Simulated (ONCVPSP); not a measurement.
## Building the ONCV potential for zinc (Zn) (PBE, scalar-relativistic).

ONCVPSP 4.0.1 was run on this input:

```
# ATOM AND REFERENCE CONFIGURATION
# atsym  z   nc   nv     iexc    psfile
  Zn 30.00    3    4        4      upf
#
#   n    l    f
    1    0    2.00
    2    0    2.00
    2    1    6.00
    3    0    2.00
    3    1    6.00
    3    2   10.00
    4    0    2.00
#
# PSEUDOPOTENTIAL AND OPTIMIZATION
# lmax
    2
#
#   l,   rc,      ep,       ncon, nbas, qcut
    0    1.00    0.00    5    8   12.30
    1    0.65    0.00    4    8   13.80
    2    0.75    0.00    3    7   12.70
#
# LOCAL POTENTIAL
# lloc, lpopt,  rc(5),   dvloc0
    4    5    0.55    4.00
#
# VANDERBILT-KLEINMAN-BYLANDER PROJECTORs
# l, nproj, debl
    0    2    1.10
    1    2    1.90
    2    2    2.60
#
# MODEL CORE CHARGE
# icmod, fcfact, rcfact
    2    0.30    0.65
#
# LOG DERIVATIVE ANALYSIS
# epsh1, epsh2, depsh
   -6.00    5.00    0.04
#
# OUTPUT GRID
# rlmax, drl
    6.00    0.01
#
# TEST CONFIGURATIONS
# ncnf
    4
# nvcnf
#   n    l    f
    4
    3    0    2.00
    3    1    6.00
    3    2   10.00
    4    0    1.00
#
    4
    3    0    2.00
    3    1    6.00
    3    2   10.00
    4    0    0.00
#
    4
    3    0    2.00
    3    1    6.00
    3    2    9.00
    4    0    0.00
#
    4
    3    0    2.00
    3    1    5.00
    3    2   10.00
    4    0    2.00
#
```

Command:

```bash
oncvpsp.x < Zn.dat > Zn.out
```

Resulting log (shortened: citation, most of the input echo, consistency checks and plot data are left out):

```
ONCVPSP  (Optimized Norm-Conservinng Vanderbilt PSeudopotential)
scalar-relativistic version 4.0.1

#   n    l    f        energy (Ha)
    1    0    2.00    -3.5006446E+02
    2    0    2.00    -4.2567923E+01
    2    1    6.00    -3.6897366E+01
    3    0    2.00    -4.7492011E+00
    3    1    6.00    -3.0649849E+00
    3    2   10.00    -3.7265387E-01
    4    0    2.00    -2.1971926E-01

Reference configufation results
  iterations    29
  all-electron total energy (Ha)   -1.79601874D+03

Begin loop to  construct optimized pseudo wave functions
and semi-local pseudopoentials for all angular momenta

Calculating optimized projector #   1

 for l=   0

    Fraction of norm inside rc  0.891512
    Optimizing pswf for qcut=  12.30 a_B^-1,  ecut=  75.60 Ha
    Residual kinetic energy error=  1.06D-04 Ha

    Energy error per electron        Cutoff
         Ha          eV             Ha
         0.01000     0.27211       52.03
         0.00100     0.02721       64.39
         0.00010     0.00272       76.89
         0.00001     0.00027      164.59

Calculating optimized projector #   2

 for l=   0

    Fraction of norm inside rc  0.026953
    Optimizing pswf for qcut=  12.30 a_B^-1,  ecut=  75.60 Ha
    Residual kinetic energy error=  1.68D-05 Ha

    Energy error per electron        Cutoff
         Ha          eV             Ha
         0.01000     0.27211       35.21
         0.00100     0.02721       53.66
         0.00010     0.00272       66.81
         0.00001     0.00027       80.52

WARNING wellstate: negative energy specified for n= 4 l=  1
WARNING scattering state with energy  0.25000000
WARNING will be used for the first projector

   Wellstate for l =  1  n =  4
     eigenvalue =   0.2500
     asymptotic potential =   0.7500
     half-point radius =  3.2380

Calculating optimized projector #   1

 for l=   1

    Fraction of norm inside rc  0.464748
    Optimizing pswf for qcut=  13.79 a_B^-1,  ecut=  95.03 Ha
    Residual kinetic energy error=  7.91D-04 Ha

    Energy error per electron        Cutoff
         Ha          eV             Ha
         0.01000     0.27211       40.19
         0.00100     0.02721       90.97
         0.00010     0.00272      369.51
         0.00001     0.00027      480.49

Calculating optimized projector #   2

 for l=   1

    Fraction of norm inside rc  0.028513
    Optimizing pswf for qcut=  13.79 a_B^-1,  ecut=  95.03 Ha
    Residual kinetic energy error=  8.04D-05 Ha

    Energy error per electron        Cutoff
         Ha          eV             Ha
         0.01000     0.27211       27.51
         0.00100     0.02721       39.57
         0.00010     0.00272       91.09
         0.00001     0.00027      534.77

   Wellstate for l =  2  n =  4
     eigenvalue =   2.2273
     asymptotic potential =   2.7273
     half-point radius =  1.9247

Calculating optimized projector #   1

 for l=   2

    Fraction of norm inside rc  0.478614
    Optimizing pswf for qcut=  12.72 a_B^-1,  ecut=  80.90 Ha
    Residual kinetic energy error=  2.10D-02 Ha

    Energy error per electron        Cutoff
         Ha          eV             Ha
         0.01000     0.27211      118.81
         0.00100     0.02721      345.49

Calculating optimized projector #   2

 for l=   2

    Fraction of norm inside rc  0.107972
    Optimizing pswf for qcut=  12.72 a_B^-1,  ecut=  80.90 Ha
    Residual kinetic energy error=  1.10D-02 Ha

    Energy error per electron        Cutoff
         Ha          eV             Ha
         0.01000     0.27211       81.75
         0.00100     0.02721      149.42
         0.00010     0.00272      453.29

Construct Vanderbilt / Kleinmman-Bylander projectors

B matrix Hermiticity error, ll=   0
   1   2    5.6958E-04

  Orthonormal projector coefficients  3.5440E+01  4.5299E+00

B matrix Hermiticity error, ll=   1
   1   2    4.5580E-04

  Orthonormal projector coefficients  1.9906E+01  5.7264E+00

B matrix Hermiticity error, ll=   2
   1   2    4.9005E-04

  Orthonormal projector coefficients -3.0054E+01 -9.0016E+00

Model core correction analysis
  based on d2Exc/dn_idn_j

d2excae - all-electron derivatives

   -4.422430D-02   -4.108143D-02   -3.009841D-02   -1.791750D-03
   -4.108160D-02   -3.956075D-02   -2.971718D-02   -2.123797D-03
   -3.009875D-02   -2.971738D-02   -2.747084D-02   -6.134413D-03
   -1.791628D-03   -2.123548D-03   -6.133193D-03   -3.284590D-02

d2excps - pseudofunction derivatives with no core correction

   -4.405498D-02   -4.186575D-02   -3.339176D-02   -1.835318D-03
   -4.186572D-02   -4.011219D-02   -3.279448D-02   -2.184187D-03
   -3.339201D-02   -3.279463D-02   -2.933774D-02   -6.277042D-03
   -1.835149D-03   -2.183936D-03   -6.275826D-03   -3.286365D-02

rms 2nd derivative error    1.690621E-03

amplitude prefactor, scale prefactor
    8.3414    1.2361

d2excps - pseudofunction derivatives with core correction

   -4.151821D-02   -3.997385D-02   -3.242750D-02   -1.665775D-03
   -3.997392D-02   -3.877363D-02   -3.207367D-02   -2.055996D-03
   -3.242770D-02   -3.207381D-02   -2.890699D-02   -6.209608D-03
   -1.665641D-03   -2.055742D-03   -6.208392D-03   -3.285278D-02

rms 2nd derivative error    1.467684E-03

Pseudoatom total energy -225.646486

Diagnostic tests using Vanderbilt-Kleinman-Bylander pseudopotentials
  1 or more projectors used as specified by nproj input data

   l    rcore       rmatch      e in        delta e   norm test  slope test

   0   1.0049241   1.0354358  -4.7492011   0.0000011   1.0002487   1.0002500
   0   1.0049241   1.0354358  -0.2197193   0.0000116   1.0000939   1.0000779

   1   0.6532489   0.6730829  -3.0649849  -0.0000998   1.0002514   1.0004201
   1   0.6532489   0.6730829   0.2500000   0.0001230   1.0006334   1.0006334

   2   0.7541022   0.7769984  -0.3726539  -0.0007111   0.9999917   0.9987580
   2   0.7541022   0.7769984   2.2273461  -0.0008738   1.0003559   1.0003559

 Testing for bound ghosts
   n   l    E NL Schr. Eq   E Basis Diag.   E Cutoff

   1   0       -4.749200       -4.749178    260.85
   2   0       -0.219708        0.147514    260.85

   2   1       -3.065085       -3.042062    706.41

   3   2       -0.373365       -0.307856    452.71

 Testing for highly-localized positive-energy ghosts
       l    <radius>/rc     E Basis Diag.   E Cutoff

       0        0.772752       24.124854    260.85  WARNING - GHOST(+)

Test configuration 0

   n   l     f        eae           eps        diff
   1   0  2.0000 -350.06445616
   2   0  2.0000  -42.56792348
   2   1  6.0000  -36.89736575
   3   0  2.0000   -4.74920109   -4.74920000    1.09D-06
   3   1  6.0000   -3.06498485   -3.06508461   -9.98D-05
   3   2 10.0000   -0.37265387   -0.37336501   -7.11D-04
   4   0  2.0000   -0.21971926   -0.21970770    1.16D-05

    Total energies and differences
      AE_ref= -1.79601874D+03  AE_tst= -1.79601874D+03  dif=  0.00D+00
      PS_ref= -2.25646486D+02  PS_tst= -2.25646486D+02  dif= -1.42D-13
      PSP excitation error=  1.42D-13

Test configuration 1

   n   l     f        eae           eps        diff
   1   0  2.0000 -350.42135238
   2   0  2.0000  -42.91734076
   2   1  6.0000  -37.24740084
   3   0  2.0000   -5.10449800   -5.10437478    1.23D-04
   3   1  6.0000   -3.42081080   -3.42077646    3.43D-05
   3   2 10.0000   -0.72618666   -0.72704057   -8.54D-04
   4   0  1.0000   -0.51441851   -0.51438306    3.54D-05

    Total energies and differences
      AE_ref= -1.79601874D+03  AE_tst= -1.79565534D+03  dif=  3.63D-01
      PS_ref= -2.25646486D+02  PS_tst= -2.25283068D+02  dif=  3.63D-01
      PSP excitation error= -1.69D-05

Test configuration 2

   n   l     f        eae           eps        diff
   1   0  2.0000 -350.83756540
   2   0  2.0000  -43.32207430
   2   1  6.0000  -37.65307431
   3   0  2.0000   -5.51656336   -5.51627300    2.90D-04
   3   1  6.0000   -3.83325218   -3.83301883    2.33D-04
   3   2 10.0000   -1.13393886   -1.13499370   -1.05D-03

    Total energies and differences
      AE_ref= -1.79601874D+03  AE_tst= -1.79497759D+03  dif=  1.04D+00
      PS_ref= -2.25646486D+02  PS_tst= -2.24605304D+02  dif=  1.04D+00
      PSP excitation error= -2.80D-05

Test configuration 3

   n   l     f        eae           eps        diff
   1   0  2.0000 -351.62881192
   2   0  2.0000  -44.13272502
   2   1  6.0000  -38.46184034
   3   0  2.0000   -6.28704514   -6.28816539   -1.12D-03
   3   1  6.0000   -4.59603184   -4.59704663   -1.01D-03
   3   2  9.0000   -1.86385530   -1.86506019   -1.20D-03

    Total energies and differences
      AE_ref= -1.79601874D+03  AE_tst= -1.79348800D+03  dif=  2.53D+00
      PS_ref= -2.25646486D+02  PS_tst= -2.23114397D+02  dif=  2.53D+00
      PSP excitation error= -1.35D-03

Test configuration 4

   n   l     f        eae           eps        diff
   1   0  2.0000 -350.91284551
   2   0  2.0000  -43.29266520
   2   1  6.0000  -37.63545414
   3   0  2.0000   -5.41629213   -5.41544370    8.48D-04
   3   1  5.0000   -3.72554651   -3.72360524    1.94D-03
   3   2 10.0000   -0.99578814   -0.99779910   -2.01D-03
   4   0  2.0000   -0.58742973   -0.58731826    1.11D-04

    Total energies and differences
      AE_ref= -1.79601874D+03  AE_tst= -1.79263663D+03  dif=  3.38D+00
      PS_ref= -2.25646486D+02  PS_tst= -2.22264014D+02  dif=  3.38D+00
      PSP excitation error= -3.55D-04
```

The run took about 3.6 s on one core of a shared server CPU.
